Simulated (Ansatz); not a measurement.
System: Si2H5 (charge +1, singlet). SMILES of the parent species: [SiH2][SiH3]
Geometry from a B3LYP-D3(BJ)/def2-TZVP (Ansatz, a first-principles code) optimisation:
```
Si
H 1 1.4714
H 1 1.4714 2 116.46
H 1 1.4804 2 114.19 3 136.50
Si 1 2.3706 2 105.25 4 107.38
H 5 1.4763 1 123.94 2 153.61
H 5 1.4763 6 112.03 1 -176.74
```
Charge +1, spin multiplicity 1.

Question: Give the harmonic wavenumbers at B3LYP-D3(BJ)/def2-TZVP (Ansatz, finite differences of forces, unscaled).

Answer: 52, 321, 352, 400, 604, 674, 816, 910, 925, 976, 2231, 2257, 2282, 2295, 2307 cm⁻¹. Zero-point energy 24.9 kcal/mol.

Question: From these and the geometry, give the ideal-gas thermochemistry at 298.15 K and 1 atm (rigid rotor, harmonic oscillator).

Answer: Point group Cs, rotational symmetry number 1. Rotational constants 54.69, 5.204, 5.042 GHz. S(trans) 38.25, S(rot) 22.93, S(vib) 9.51, S(elec, spin only) 0.00, S 70.7 cal/(mol K). H(298) - H(0) 3.87 kcal/mol; G - E(el) 7.7 kcal/mol.
